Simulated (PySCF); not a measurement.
## Computed properties of Ga(Cl)(OMe)(NH2) (CH5ClGaNO), SMILES [Ga]([NH2])([Cl])[O]C

Ga(Cl)(OMe)(NH2) (CH5ClGaNO), SMILES C[O][Ga]([NH2])[Cl]. The structure is a stationary point at r2SCAN-D4/def2-SVP. The structure was generated by enumeration; whether it is a known compound was not checked. One conformer was computed; it need not be the lowest. All values are computed for the isolated molecule unless a solvent is named; none is compared with measurement here.

**Structure.** All 24 harmonic modes at r2SCAN-D4/def2-SVP (PySCF) are real, so it is a minimum. With heavy atoms numbered as in [Ga:1]([Cl:2])([O:3][CH3:4])[NH2:8], the shortest bond between them is O3–C4 at 1.408 Å and the longest Ga1–Cl2 at 2.133 Å.

**Vibrations.** The strongest infrared lines (harmonic, unscaled, degenerate partners summed) lie at 1118 cm⁻¹ (223 km/mol, O 48 %, C 41 %, H 11 %), 149 cm⁻¹ (124 km/mol, N 31 %, H 25 %, O 23 %, Ga 18 %), 2963 cm⁻¹ (101 km/mol, H 97 %). The softest mode is at 35 cm⁻¹ and the zero-point energy is 42.4 kcal/mol.

**Electronic structure.** PBE0/def2-TZVP (PySCF) places the frontier levels at -7.75 and -0.69 eV, a gap of 7.06 eV, and gives a dipole moment of 3.33 D and a mean polarisability of 60.4 bohr³. PBE/def2-TZVP (PySCF) at the same geometry gives -6.26 and -1.63 eV, so its gap is 2.43 eV narrower. An orbital gap is neither the optical nor the fundamental gap.

**Excitations.** TDA-PBE0/def2-SVPD (PySCF) has S1 at 5.51 eV (225 nm, f = 0.016, weak); the most intense of the 10 singlets computed lies at 6.95 eV (f = 0.12). T1 (TDA) is at 5.09 eV, 0.42 eV under S1. TDA-PBE/def2-SVPD (PySCF) puts S1 at 4.68 eV. No vertical singlet excitation falls in the visible range (under 3.1 eV).

**NMR.** GIAO shifts at PBE0/pcSseg-1 (PySCF) (non-relativistic, atoms alike by connectivity averaged): ¹³C at 59.2 ppm against TMS; ¹H from 1.6 to 4.2 ppm against TMS. Without spin–orbit terms, shifts of atoms bonded to Cl or Br come out too high.
